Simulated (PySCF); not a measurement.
## Orbital picture of SbTe

ωB97X at R = 2.536 Å; Sb def2-TZVPPD with ECP28, Te def2-TZVPPD with ECP28; scalar-relativistic core potentials (PySCF 2.14). State: ²Π (doublet), unpaired electrons π ↑. Only the outer orbitals are listed, counted within each symmetry, core potentials removing the inner ones.

```tsv
spin	orbital	occ.	ε (eV)	on Sb (%)	main shells (%)
α	7σ	1	-20.80	34	64 Te s, 30 Sb s
α	8σ	1	-16.76	64	62 Sb s, 29 Te s
α	9σ	1	-10.09	48	49 Te p, 42 Sb p
α	5π	1	-9.94	43	56 Te p, 43 Sb p
α	5π	1	-9.21	35	63 Te p, 33 Sb p
α	6π	1	-7.38	57	56 Sb p, 42 Te p
α	6π	0	-1.93	65	63 Sb p, 33 Te p
α	10σ	0	0.85	31	63 Te p, 26 Sb p
β	7σ	1	-20.53	31	66 Te s, 26 Sb s
β	8σ	1	-16.01	65	63 Sb s, 26 Te s, 9 Te p
β	9σ	1	-9.92	49	48 Te p, 42 Sb p
β	5π	1	-9.19	31	67 Te p, 29 Sb p
β	5π	1	-8.77	29	70 Te p, 26 Sb p
β	6π	0	-1.80	70	68 Sb p, 28 Te p
β	6π	0	-1.32	73	71 Sb p, 25 Te p
β	10σ	0	0.92	32	66 Te p, 29 Sb p
```

Task: Which are the highest filled and the lowest empty level, where do they sit, and how wide is the gap?

Result: Highest filled α 6π at -7.38 eV (in %: 56 Sb p, 42 Te p); lowest empty α 6π at -1.93 eV (in %: 63 Sb p, 33 Te p); the gap at ωB97X is 5.45 eV. Both belong to one degenerate shell, split only by its one-sided filling, so this is no excitation gap.

* bond order (Mayer): 2.33
* ⟨S²⟩: 0.760
* charge on Sb (Mulliken, basis-dependent): 0.13
* charge on Sb (Löwdin, basis-dependent): 0.09
* dipole moment (positive dipole means Sb(−)Te(+)): -1.37 D

Spin–orbit coupling is left out. The state was picked by a PBE0 search and need not be the measured ground state.
